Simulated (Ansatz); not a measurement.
C4H9KO, quintet, geometry from GFN2-xTB of the parent state (such geometries of metal compounds can be far from the true shape) (a higher spin typed on purpose: for a closed-shell molecule this is an excited state); R2SCAN/STO-3G (Ansatz, a quantum-chemistry and plane-wave program).

Ansatz was given this input:
Ansatz 0.2 input:
```yaml
crystal:
  periodic: [false, false, false]
  atoms:
    - {symbol: K, position_ang: [1.42150951, 1.48499079, 0.73572327]}
    - {symbol: O, position_ang: [-0.31261562, 0.24102951, 0.76644815]}
    - {symbol: C, position_ang: [-0.61612927, -0.60075879, -0.24875327]}
    - {symbol: C, position_ang: [0.48404431, -1.66485134, -0.47729857]}
    - {symbol: C, position_ang: [-1.93081770, -1.35373098, 0.08543984]}
    - {symbol: C, position_ang: [-0.83564189, 0.14746532, -1.58549659]}
    - {symbol: H, position_ang: [0.19566226, -2.36992852, -1.25270589]}
    - {symbol: H, position_ang: [0.65150206, -2.20641898, 0.45048608]}
    - {symbol: H, position_ang: [1.41971964, -1.17615587, -0.77285994]}
    - {symbol: H, position_ang: [-1.79500257, -1.90315599, 1.01177710]}
    - {symbol: H, position_ang: [-2.20560725, -2.04063305, -0.71067068]}
    - {symbol: H, position_ang: [-2.72408869, -0.62724793, 0.23158299]}
    - {symbol: H, position_ang: [0.09092361, 0.64867127, -1.88870787]}
    - {symbol: H, position_ang: [-1.60956039, 0.89868371, -1.44822660]}
    - {symbol: H, position_ang: [-1.14003719, -0.53562096, -2.37435093]}
basis:
  gaussian:
    orbitals: STO-3G
hamiltonian:
  xc: r2scan
magnetization: {spin_polarized: true, initial_magnetization: 4}
```

It wrote (shortened):

```
Functional definition: r2SCAN
655 factors; integrals over basis functions are off by at most 1.4e-4 eV
mean field evaluation 1: about -22399.8988 eV, gradient 1.8e1 eV
mean field evaluation 2: about -22381.5059 eV, gradient 4.9e1 eV
mean field evaluation 4: about -22403.0862 eV, gradient 7.1e0 eV
mean field evaluation 8: about -22403.4083 eV, gradient 2.4e-1 eV
mean field evaluation 16: about -22403.4089 eV, gradient 2.6e-4 eV
mean field evaluation 32: about -22402.9618 eV, gradient 2.5e0 eV
mean field -22403.40890261 eV, -823.3100915950 hartree, gradient 9.9e-6 eV, S^2 6.003321; 6 other end points of the search recorded, 0 dependent functions left out
reference -22403.40891368 eV, -823.3100920019 hartree; 32, 28 occupied and 15, 19 virtual orbitals, 655 factors
Total energy: -22403.40891368 eV, -823.3100920019 hartree
```
